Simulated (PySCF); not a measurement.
Cartesian coordinates in Å; atom numbers follow the order of the lines, from 1:
```xyz
18

C    -1.980    1.654   -0.108
O    -0.617    1.302    0.020
C    -0.214    0.058   -0.023
Si   -1.326   -1.503   -0.279
C     1.131   -0.189    0.122
C     1.522   -1.555    0.075
O     0.775   -2.491   -0.076
F     2.833   -1.799    0.211
C     2.202    0.848    0.323
F     2.874    0.660    1.474
F     3.121    0.821   -0.659
F     1.743    2.103    0.365
H    -2.001    2.740   -0.030
H    -2.577    1.214    0.692
H    -2.378    1.344   -1.075
H    -1.043   -2.043   -1.601
H    -1.387   -2.219    0.986
H    -2.687   -0.940   -0.426
```

PySCF 2.14 calculation with NMR shieldings at PBE0/pcSseg-1/GIAO and structure optimised with GFN2-xTB; non-relativistic Hamiltonian, one averaged value for each set of equivalent atoms, one conformer, gas phase.

Scale: 13C (σref 186.93) against TMS (reference shieldings calculated alike).

Do the 13C shifts follow the atomic charges (in e)? Tabulate both.

Answers


| atoms | hybridisation | δ (ppm) | σ para (ppm) | Hirshfeld | IAO | Mulliken | ESP-fitted |
| --- | --- | --- | --- | --- | --- | --- | --- |
| C3 | sp2 | 208.2 | -277 | +0.05 | +0.05 | +0.08 | +0.10 |
| C6 | sp2 | 174.6 | -237 | +0.22 | +0.60 | +0.75 | +0.69 |
| C9 | sp3 | 131.4 | -181 | +0.25 | +0.81 | +0.97 | +0.63 |
| C5 | sp2 | 110.7 | -194 | -0.10 | -0.22 | -0.62 | -0.43 |
| C1 | sp3 | 63.9 | -122 | -0.02 | -0.21 | -0.05 | -0.27 |

Correlation coefficients of δ with charge over these carbons: Hirshfeld +0.41, IAO +0.39, Mulliken +0.33, ESP-fitted +0.53; with the paramagnetic shielding -0.98. With so few points, grouped by hybridisation, these coefficients are fragile. Charge is one influence among several: hybridisation and low-lying excitations act through the paramagnetic term.

Shifts are as computed. Against solution values, carbons near 30 ppm lie about +3 ppm off and those near 130 ppm about +5 ppm. Of 1211 compounds with measured shifts, 218 miss one by over three times the rms of a fit or turn the order of signals round; such compounds aren't used in these exercises.
